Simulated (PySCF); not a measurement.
Potential energy curve for AgCl, singlet.

Computed with CCSD(T) on UHF/def2-TZVP, 5 core orbitals frozen, def2 effective core potentials past Kr in PySCF.

Relative to R = 2.29 Å, what are the energies at R = 1.73, 2.53, 3.09, 9.20 Å?

421.1 kJ/mol at 1.73 Å, 22.1 kJ/mol at 2.53 Å, 127.6 kJ/mol at 3.09 Å, 298.6 kJ/mol at 9.20 Å.

The unrestricted determinant behind UCCSD(T) is spin-contaminated at 3.78 to 9.20 Å (<S²> up to 1.0, against 0.00 for a pure singlet).
